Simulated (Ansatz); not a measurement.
Task: Name a neutral molecule of Br, C, O and H with ideal-gas entropy at 298 K and 1 bar (rigid rotor, harmonic PBE0-D4/def2-TZVP) between 333 and 349 J/(mol·K) and HOMO–LUMO gap (PBE/def2-TZVPP) between 4.70 and 5.00 eV (Ansatz, PBE0-D4/def2-TZVP geometry).

Result: `OC/C=C/Br` (334 J/(mol·K), 4.71 eV). Other molecules can fit too; these were computed, each in one conformer that needn't be the lowest.
